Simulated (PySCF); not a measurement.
C3H3N2, multiplicity 2. Atoms are numbered in the order given.

```xyz
8

C     -1.1829    -0.0862     0.0000
C     -0.5210     1.1229     0.0000
C      0.8409     0.7150     0.0000
N      0.9788    -0.6106     0.0000
N     -0.2878    -1.0887     0.0000
H     -0.9369     2.1262     0.0000
H      1.7299     1.3463     0.0000
H     -0.4521    -2.0876     0.0000
```
Charge 0, spin multiplicity 2.

Geometry optimised at B3LYP-D3(BJ)/def2-SVP. The isomer is the one that the SMILES or the coordinates give; other isomers of the formula were not compared.

Level of theory: PBE/def2-TZVP (PySCF).

ESP charges are fitted to the potential on shells at 1.4 to 2.0 van der Waals radii. Atomic charges (e):

```tsv
atom	Löwdin	ESP fit	Mulliken spin
C1	-0.12	-0.05	0.90
C2	-0.23	-0.32	0.00
C3	-0.27	0.14	0.04
N4	0.04	-0.43	0.08
N5	0.12	0.06	-0.02
H6	0.14	0.20	0.00
H7	0.14	0.12	0.00
H8	0.19	0.28	0.00
```

Question: Give the Mayer and Wiberg (Löwdin basis) orders of the bonds. (The exact figures need the calculation; the answer reports its results.)

Answer: 
| bond | Mayer | Wiberg |
|---|---|---|
| C1–C2 | 1.55 | 1.78 |
| C2–C3 | 1.34 | 1.51 |
| C3–N4 | 1.65 | 1.90 |
| C1–N5 | 1.29 | 1.69 |
| N4–N5 | 1.11 | 1.51 |
| C2–H6 | 0.95 | 0.85 |
| C3–H7 | 0.97 | 0.86 |
| N5–H8 | 0.91 | 0.88 |
